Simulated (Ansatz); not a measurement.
Saddle point of BPNH7O2, closed shell (BNH₄O₂ ([NH2][B]([OH])[OH]) + PH₃ → BPH₄O₂ ([OH][B]([OH])[PH2]) + NH₃ (still joined by a long B–N bond); bonds formed: B1–P6, N2–H5; bonds broken: H5–P6; bonds weakened to dative contacts: B1–N2), PBE0-D4/def2-TZVP structure:

B1  (-0.221, -0.912, -0.060)
N2  (1.212, -0.343, -0.177)
O3  (-0.748, -1.204, 1.161)
O4  (-0.647, -1.494, -1.204)
H5  (0.757, 0.703, -0.136)
P6  (-0.976, 1.754, -0.109)
H7  (1.649, -0.535, -1.074)
H8  (1.841, -0.559, 0.590)
H9  (-0.615, -0.524, 1.825)
H10  (-1.556, -1.800, -1.144)
H11  (-0.568, 2.270, 1.159)
H12  (-0.128, 2.645, -0.830)
(Å)

Energies are electronic, without zero-point energy. Barriers and step energies count from the start structure reached by relaxing down the imaginary mode; all methods use the PBE0-D4 structures, on which another method's saddle can fall below an end. Ansatz 0.2.0; basis: def2-TZVPP, with def2-QZVPP for the basis limit; cores frozen in the correlated methods. B3LYP uses VWN-RPA correlation. Extrapolation: Hartree–Fock as exp(−7.88 √X), correlation as X^−2.97.

```csv
method,barrier (kcal/mol),step energy (kcal/mol)
SPW92,35.47,12.41
PBE-D4,40.55,16.05
BLYP-D4,45.45,20.92
r2SCAN-D4,44.10,17.95
B97M-V,47.19,19.22
PBE0-D4,44.01,16.63
B3LYP-D4,48.19,21.32
r2SCAN0-D4,46.22,18.15
BHLYP-D4,52.51,22.36
CAM-B3LYP-D4,?,21.56
wB97X-V,49.67,18.53
wB97M-V,47.96,19.05
B2PLYP,49.96,21.39
PBE-QIDH,47.33,17.08
RPA on PBE,50.57,18.79
HF,?,29.46
MP2,?,17.43
CCSD,52.04,19.93
CCSD(T),49.46,18.32
```

(1) Fill in the withheld barriers. (Judge from chemistry; the value comes from the calculation.)

T1 diagnostic: at most 0.014.

Results:

(1) The calculation gives: CAM-B3LYP-D4 50.52; MP2 48.42; HF 62.02 kcal/mol. Each is the energy of the saddle less that of the start structure, by the same method.

For comparison, the barrier by CCSD(T) at an estimated basis limit (MP2 extrapolated from triple and quadruple zeta, plus CCSD(T) − MP2 in triple zeta) is 49.00 kcal/mol.

Labels in which every atom is bracketed show which atoms are joined, not bond orders.

For scale, one of the runs: CCSD(T)/def2-TZVPP, 264 basis functions, launched by `ansatz run in.yaml --threads 8 --pin off --events-out ev --progress --plain --max-ram 19148MiB`. The run took 75 s on 8 CPU threads of a Oxide Virtual Turin-like (shared host), with 6.7 GiB of host memory at its peak.
